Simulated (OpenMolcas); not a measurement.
Sb+: effect of the basis set

* Program: OpenMolcas 26.06
* Method: CASSCF
* Active space: 2 electrons in 3 orbitals (5p)
* State averaging: 2S+1 = 3 even, 3 roots; 2S+1 = 1 even, 6 roots
* Spin-orbit coupling: state interaction with AMFI integrals over the reference wave functions, term energies averaged over their components

A. ANO-RCC-VDZP [6s5p3d1f], DKH2, point nucleus; cost of the order of 4 core-seconds
B. ANO-R1 [6s5p3d1f], X2C, finite nucleus; cost roughly 2 core-seconds
C. ANO-R2 [7s6p4d2f1g], X2C, finite nucleus; cost of the order of 2.9 core-seconds
D. ANO-RCC-VTZP [7s6p4d2f1g], DKH2, point nucleus; cost about 2.7 core-seconds
E. ANO-RCC-VQZP [8s7p5d3f2g], DKH2, point nucleus; cost about 2.7 core-seconds
F. ANO-R3 [8s7p5d3f2g1h], X2C, finite nucleus; cost roughly 6 core-seconds

Energies in cm⁻¹ above 5s² 5p² ³P₀, the measured ground level; measured values from NIST Handbook of Basic Atomic Spectroscopic Data.

```csv
Level,A,B,C,D,E,F,Measured
5s² 5p² ³P₀,0.0,0.0,0.0,0.0,0.0,0.0,0.0
5s² 5p² ³P₁,2661,2524,2427,2444,2436,2466,3055
5s² 5p² ³P₂,5481,5262,5086,5119,5100,5161,5658
5s² 5p² ¹D₂,14461,14244,14170,14191,14178,14264,12790
5s² 5p² ¹S₀,28404,28310,28299,28326,28312,28408,23906
```

Deviations, from unrounded energies. A percentage is the sum of absolute deviations over the sum of measured energies, with the sign that they share, or ± where signs differ.

```
                        Against measurement  Levels      A      B      C      D      E      F
             mean absolute deviation (cm-1)       4   1700   1700   1700   1700   1700   1800
      fine structure of the ground term (%)       2   -6.5  -10.6  -13.8  -13.2  -13.5  -12.5
other terms of the ground configuration (%)       2  +16.8  +16.0  +15.7  +15.9  +15.8  +16.3
```

A, B, C, D, E, F lie about equally close to measurement. The largest miss of A in the table is 5s² 5p² ¹S₀, by +4500 cm-1. The ranking rests on the paired levels alone, and a cruder setting can come out closer through cancelling errors.

Among A to F the level of the table that moves most is 5s² 5p² ³P₂, by 400 cm-1 (lowest in C, highest in A).

With the s shell closed, the reference lacks s² → p² mixing. Measured partners are found by configuration, term and J. A level has none where our copy of the source lacks it or the pairing is in doubt (some pairs that miss far off the trend of their configuration count as doubtful), and it then counts in no deviation. Only configurations of the active space appear.
